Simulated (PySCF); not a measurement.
Isomers of C7H16Si.

All values: PBE0/pcSseg-1 (PySCF) at GFN2-xTB geometries, gas phase, one conformer each.

Question: Rank by the highest Hirshfeld charge on any atom, highest value first.
A. `[CH3:1][C:2]([CH3:3])([CH3:4])[C@H:5]1[CH2:6][CH2:7][SiH2:8]1` with C2–C5–C6–C7 143°, C5–C6–C7–Si8 -14°, C6–C7–Si8–C5 11°, C2–C5–Si8–C7 -137°
B. `[CH3:1][CH:2]([CH3:3])[C@@H:4]([CH3:5])[C@@H:6]1[CH2:7][SiH2:8]1` with C1–C2–C4–C5 -52°, C2–C4–C6–C7 156°
C. `[CH3:1]/[CH:2]=[C:3](\[CH3:4])[C:5]([CH3:6])([CH3:7])[SiH3:8]` with C2–C3–C5–C6 -8°
D. `[CH3:1][CH:2]([CH3:3])[Si@@:4]1([CH3:5])[CH2:6][C@@H:7]1[CH3:8]` with C1–C2–Si4–C5 -49°
E. `[CH3:1]/[CH:2]=[CH:3]/[SiH2:4][C:5]([CH3:6])([CH3:7])[CH3:8]` with C2–C3–Si4–C5 -97°

Answer: D (+0.360 e), A (+0.336 e), E (+0.326 e), C (+0.302 e), B (+0.289 e).

Question: Rank by dipole moment, lowest first.
A. `[CH3:1][CH:2]([CH3:3])[Si@@:4]1([CH3:5])[CH2:6][C@@H:7]1[CH3:8]` with C1–C2–Si4–C5 -49°
B. `[CH3:1]/[CH:2]=[C:3](\[CH3:4])[C:5]([CH3:6])([CH3:7])[SiH3:8]` with C2–C3–C5–C6 -8°
C. `[CH3:1]/[CH:2]=[CH:3]/[SiH2:4][C:5]([CH3:6])([CH3:7])[CH3:8]` with C2–C3–Si4–C5 -97°
D. `[CH3:1][CH:2]([CH3:3])[C@@H:4]([CH3:5])[C@@H:6]1[CH2:7][SiH2:8]1` with C1–C2–C4–C5 -52°, C2–C4–C6–C7 156°
E. `[CH3:1][C:2]([CH3:3])([CH3:4])[C@H:5]1[CH2:6][CH2:7][SiH2:8]1` with C2–C5–C6–C7 143°, C5–C6–C7–Si8 -14°, C6–C7–Si8–C5 11°, C2–C5–Si8–C7 -137°

Answer: D (0.09 D), E (0.30 D), B (0.59 D), A (0.86 D), C (1.04 D).

Question: Rank by the highest IAO charge on any atom, highest value first.
A. `[CH3:1][C@@H:2]1[CH2:3][CH2:4][CH2:5][SiH2:6][C@@H:7]1[CH3:8]` with C1–C2–C3–C4 -59°, C2–C3–C4–C5 -68°, C3–C4–C5–Si6 55°, C4–C5–Si6–C7 -43°
B. `[CH3:1][CH2:2][C@@H:3]1[CH2:4][CH2:5][C@@H:6]([SiH3:7])[CH2:8]1` with C1–C2–C3–C4 -177°, C2–C3–C4–C5 -123°, C3–C4–C5–C6 -25°, C4–C5–C6–Si7 -81°, C5–C6–C8–C3 -40°
C. `[CH3:1][CH:2]([CH3:3])[C@@H:4]([CH3:5])[C@@H:6]1[CH2:7][SiH2:8]1` with C1–C2–C4–C5 -52°, C2–C4–C6–C7 156°
D. `[CH3:1][CH2:2][CH2:3][SiH:4]1[CH2:5][CH2:6][CH2:7][CH2:8]1` with C1–C2–C3–Si4 -179°, C2–C3–Si4–C5 173°, C3–Si4–C5–C6 -104°, Si4–C5–C6–C7 -38°, C5–C6–C7–C8 52°, C6–C7–C8–Si4 -39°
E. `[CH3:1][CH:2]([CH3:3])[Si@@:4]1([CH3:5])[CH2:6][C@@H:7]1[CH3:8]` with C1–C2–Si4–C5 -49°
F. `[CH3:1][C:2]([CH3:3])([CH3:4])[C@H:5]1[CH2:6][CH2:7][SiH2:8]1` with C2–C5–C6–C7 143°, C5–C6–C7–Si8 -14°, C6–C7–Si8–C5 11°, C2–C5–Si8–C7 -137°

Answer: E (+0.915 e), D (+0.882 e), A (+0.728 e), F (+0.703 e), C (+0.596 e), B (+0.581 e).

All values together:

```tsv
SMILES	μ (D)	HOMO (eV)	LUMO (eV)	lowest IAO charge (e)	highest IAO charge (e)	lowest Hirshfeld charge (e)	highest Hirshfeld charge (e)
CCC[SiH]1CCCC1	0.41	-7.83	1.33	-0.546 (C)	+0.882 (Si)	-0.165 (C)	+0.368 (Si)
CC(C)[C@@H](C)[C@@H]1C[SiH2]1	0.09	-6.65	0.42	-0.521 (C)	+0.596 (Si)	-0.169 (C)	+0.289 (Si)
C/C=C(\C)C(C)(C)[SiH3]	0.59	-6.50	0.45	-0.429 (C)	+0.582 (Si)	-0.119 (C)	+0.302 (Si)
CC(C)[Si@@]1(C)C[C@@H]1C	0.86	-6.20	0.99	-0.706 (C)	+0.915 (Si)	-0.205 (C)	+0.360 (Si)
CC(C)(C)[C@H]1CC[SiH2]1	0.30	-7.53	0.39	-0.538 (C)	+0.703 (Si)	-0.165 (C)	+0.336 (Si)
CC[C@@H]1CC[C@@H]([SiH3])C1	0.71	-8.08	0.86	-0.417 (C)	+0.581 (Si)	-0.118 (C)	+0.306 (Si)
C[C@@H]1CCC[SiH2][C@@H]1C	0.66	-7.56	1.14	-0.537 (C)	+0.728 (Si)	-0.161 (C)	+0.330 (Si)
C/C=C/[SiH2]C(C)(C)C	1.04	-7.23	-0.11	-0.448 (C)	+0.734 (Si)	-0.150 (C)	+0.326 (Si)
```

Conformers: `[CH3:1][CH2:2][CH2:3][SiH:4]1[CH2:5][CH2:6][CH2:7][CH2:8]1` with C1–C2–C3–Si4 -179°, C2–C3–Si4–C5 173°, C3–Si4–C5–C6 -104°, Si4–C5–C6–C7 -38°, C5–C6–C7–C8 52°, C6–C7–C8–Si4 -39°; `[CH3:1][CH:2]([CH3:3])[C@@H:4]([CH3:5])[C@@H:6]1[CH2:7][SiH2:8]1` with C1–C2–C4–C5 -52°, C2–C4–C6–C7 156°; `[CH3:1]/[CH:2]=[C:3](\[CH3:4])[C:5]([CH3:6])([CH3:7])[SiH3:8]` with C2–C3–C5–C6 -8°; `[CH3:1][CH:2]([CH3:3])[Si@@:4]1([CH3:5])[CH2:6][C@@H:7]1[CH3:8]` with C1–C2–Si4–C5 -49°; `[CH3:1][C:2]([CH3:3])([CH3:4])[C@H:5]1[CH2:6][CH2:7][SiH2:8]1` with C2–C5–C6–C7 143°, C5–C6–C7–Si8 -14°, C6–C7–Si8–C5 11°, C2–C5–Si8–C7 -137°; `[CH3:1][CH2:2][C@@H:3]1[CH2:4][CH2:5][C@@H:6]([SiH3:7])[CH2:8]1` with C1–C2–C3–C4 -177°, C2–C3–C4–C5 -123°, C3–C4–C5–C6 -25°, C4–C5–C6–Si7 -81°, C5–C6–C8–C3 -40°; `[CH3:1][C@@H:2]1[CH2:3][CH2:4][CH2:5][SiH2:6][C@@H:7]1[CH3:8]` with C1–C2–C3–C4 -59°, C2–C3–C4–C5 -68°, C3–C4–C5–Si6 55°, C4–C5–Si6–C7 -43°; `[CH3:1]/[CH:2]=[CH:3]/[SiH2:4][C:5]([CH3:6])([CH3:7])[CH3:8]` with C2–C3–Si4–C5 -97°.
